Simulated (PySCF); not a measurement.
Run record for `C=C(F)/C(C)=C/C`: BHandHLYP/6-311+G(2d,p), start guess atom, full TDDFT, 6 singlets.

Method: TDDFT BHandHLYP/6-311+G(2d,p), vertical, gas phase, core orbitals frozen in the response (PySCF 2.14.0, density-fitted response routines). Geometry: GFN2-xTB. The command runs a driver script over a list of jobs; the input below is this job's line of settings and its coordinates in Å.

Command:
```bash
OMP_NUM_THREADS=1 python probes_run.py task.json out
```

Input:
```
{"job": {"kind": "uv", "xc": "BHandHLYP", "basis": "6-311+G(2d,p)", "nstates": 6, "ntriplets": 5, "tda": false, "scf": {"guess": "atom"}}, "charge": 0, "multiplicity": 1}
C      2.578190     0.244724    -0.526054
C      1.580745    -0.119372     0.271297
F      1.913733    -0.664125     1.472108
C      0.143541    -0.014026     0.031206
C     -0.245143     0.581612    -1.290232
C     -0.711999    -0.438448     0.968056
C     -2.200093    -0.425739     0.933569
H      2.405949     0.681748    -1.489051
H      3.599077     0.107059    -0.217950
H      0.152335     1.591292    -1.378424
H      0.159268    -0.016584    -2.104929
H     -1.322535     0.627767    -1.402455
H     -0.304567    -0.849999     1.882736
H     -2.601921    -0.010820     0.014634
H     -2.575241    -1.442882     1.050215
H     -2.578939     0.156738     1.773865
```

Predict the output.

```
final grid: 127200 points
cycle   1  E = -333.4740352568  dE =  2.263e+00  |g| = 1.082e+00  |ddm| = 4.723e+00
cycle   2  E = -333.5886634521  dE = -1.146e-01  |g| = 8.424e-01  |ddm| = 3.194e+00
cycle   3  E = -333.7741621299  dE = -1.855e-01  |g| = 8.582e-02  |ddm| = 1.906e+00
cycle   4  E = -333.7754692987  dE = -1.307e-03  |g| = 5.246e-02  |ddm| = 1.489e-01
cycle   5  E = -333.7760936097  dE = -6.243e-04  |g| = 1.025e-02  |ddm| = 1.013e-01
cycle   6  E = -333.7761159243  dE = -2.231e-05  |g| = 3.045e-03  |ddm| = 2.796e-02
cycle   7  E = -333.7761182554  dE = -2.331e-06  |g| = 6.026e-04  |ddm| = 6.972e-03
cycle   8  E = -333.7761183585  dE = -1.031e-07  |g| = 3.406e-04  |ddm| = 2.293e-03
cycle   9  E = -333.7761183868  dE = -2.830e-08  |g| = 5.822e-05  |ddm| = 5.831e-04
cycle  10  E = -333.7761183883  dE = -1.554e-09  |g| = 3.241e-05  |ddm| = 2.311e-04
cycle  11  E = -333.7761183886  dE = -2.271e-10  |g| = 1.264e-05  |ddm| = 8.481e-05
converged SCF energy = -333.7761183886

Static polarisability (au): isotropic 76.911, principal 50.924 65.405 114.403

Singlet excitations
state   eV       nm        f      main configurations
  1   5.7515    215.6   0.73735   H->L 0.98
  2   6.1047    203.1   0.00700   H->L+1 0.86
  3   6.6994    185.1   0.01279   H->L+2 0.87
  4   6.8654    180.6   0.00353   H->L+3 0.85
  5   7.2683    170.6   0.00803   H->L+4 0.72, H->L+7 0.10
  6   7.3105    169.6   0.02990   H->L+5 0.52, H-1->L 0.43

Triplet excitations (Tamm-Dancoff, eV): 3.2393 4.8685 6.0147 6.6295 6.8354
```

H and L stand for HOMO and LUMO; the number after each pair is its weight.

Give the mean polarisability as a volume in Å³, and the ratio of the largest to the smallest principal value.

76.911 au × 0.148185 = 11.40 Å³; 114.403/50.924 = 2.25.

Give S1 in cm⁻¹ and kJ/mol.

5.7515 eV × 8065.54 = 46389 cm⁻¹; × 96.485 = 554.9 kJ/mol.

In short: SCF converged in 11 cycles with 243 basis and 781 fitting functions; HOMO -7.49 eV, LUMO 0.22 eV; lowest singlet 5.75 eV; lowest triplet 3.24 eV (Tamm–Dancoff); mean polarisability 76.9 au.

All basis functions are spherical, in the Pople sets too.

On an Intel Xeon at 2.50 GHz with one thread, no GPU (shared host), this took 1.9 min of wall time (with the writing of density and orbital grids) and 0.86 GiB of memory at its peak.

Shape of the structure used: `[CH2:1]=[C:2]([F:3])/[C:4]([CH3:5])=[CH:6]/[CH3:7]`: C1–C2–C4–C5 0°.

One conformer stands for the species.
